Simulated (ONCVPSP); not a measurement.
# platinum (Pt): excitation energies, all-electron against ONCV

platinum (Pt), optimised norm-conserving Vanderbilt (ONCV), made with ONCVPSP 4.0.1 (LDA (Perdew-Wang 92), scalar-relativistic). Core [Kr] 4d10 4f14, reference 5s2 5p6 5d9 6s1. Waves: 5s+6s: rc 1.80 bohr, ncon 4, nbas 8, qcut 7.3 1/bohr, 3 projectors, debl 2 Ha; 5p: rc 1.30 bohr, ncon 4, nbas 7, qcut 5.4 1/bohr, 2 projectors, debl 1.9 Ha; 5d: rc 1.30 bohr, ncon 4, nbas 9, qcut 6.5 1/bohr, local. Local part: the d channel. Core correction: Teter function, fcfact 5.5, rcfact 1.3.

In the p channel the program set the typed energies aside and used -2.068, 0.250 Ha.

Energies are relative to the spin-unpolarised reference configuration 5s2 5p6 5d9 6s1; without spin polarisation the order of configurations can differ from experiment.

```tsv
valence configuration	charge	ΔE all-electron (eV)	error AE − PS (meV)
5s2 5p6 5d9 6s0	+1	9.537	-6.0
5s2 5p6 5d7 6s0	+3	62.311	-7.7
5s2 5p6 5d10 6s0	0	0.048	-7.3
```

(1) What are ΔE and the potential's error for 5s2 5p6 5d8 6s0?

Answers

(1) ΔE = 29.796 eV all-electron; the error (AE − PS) is -5.7 meV.
